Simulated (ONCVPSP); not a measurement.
## An odd input for ONCVPSP 4.0.1 (Mg)

Command:

```bash
oncvpsp.x < Mg.dat > Mg.out
```

Input:

```
# ATOM AND REFERENCE CONFIGURATION
# atsym  z   nc   nv     iexc    psfile
  Mg 12.00    1    3  -001012      upf
#
#   n    l    f
    1    0    2.00
    2    0    2.00
    2    1    6.00
    3    0    1.00
#
# PSEUDOPOTENTIAL AND OPTIMIZATION
# lmax
    2
#
#   l,   rc,      ep,       ncon, nbas, qcut
    0    1.25    0.00    5   10   10.80
    1    0.60    0.00    4    8   12.80
    2    0.95   -0.05    3    6   11.10
#
# LOCAL POTENTIAL
# lloc, lpopt,  rc(5),   dvloc0
    4    4    0.55   -1.00
#
# VANDERBILT-KLEINMAN-BYLANDER PROJECTORs
# l, nproj, debl
    0    3    0.60
    1    1    0.70
    2    2    3.40
#
# MODEL CORE CHARGE
# icmod, fcfact, rcfact
    2    0.50    0.65
#
# LOG DERIVATIVE ANALYSIS
# epsh1, epsh2, depsh
   -5.00    5.00    0.04
#
# OUTPUT GRID
# rlmax, drl
    6.00    0.01
#
# TEST CONFIGURATIONS
# ncnf
    4
# nvcnf
#   n    l    f
    3
    2    0    2.00
    2    1    6.00
    3    0    2.00
#
    3
    2    0    2.00
    2    1    6.00
    3    0    0.00
#
    3
    2    0    2.00
    2    1    6.00
    3    0    1.50
#
    3
    2    0    1.00
    2    1    6.00
    3    0    2.00
#
```

This is an input that runs to its end, with one change: ep of the empty channel l = 2 set to -0.05 Ha.

**Question.** How does the run end?

**Answer.** The program runs through. Ghost flags: none; the largest excitation error among the 4 tests with output is 142 meV, as for the unchanged input. Messages: WARNING scattering state with energy 0.25000000; WARNING wellstate: negative energy specified for n= 3 l= 2; WARNING will be used for the first projector.

```
Test configuration 4

   n   l     f        eae           eps        diff
   1   0  2.0000  -47.16055703
   2   0  1.0000   -3.78936422   -3.80081606   -1.15D-02
   2   1  6.0000   -2.59948827   -2.60754753   -8.06D-03
   3   0  2.0000   -0.52514098   -0.52560493   -4.64D-04

    Total energies and differences
      AE_ref= -1.99159742D+02  AE_tst= -1.96114980D+02  dif=  3.04D+00
      PS_ref= -6.30938883D+01  PS_tst= -6.00439029D+01  dif=  3.05D+00
      PSP excitation error= -5.22D-03
```
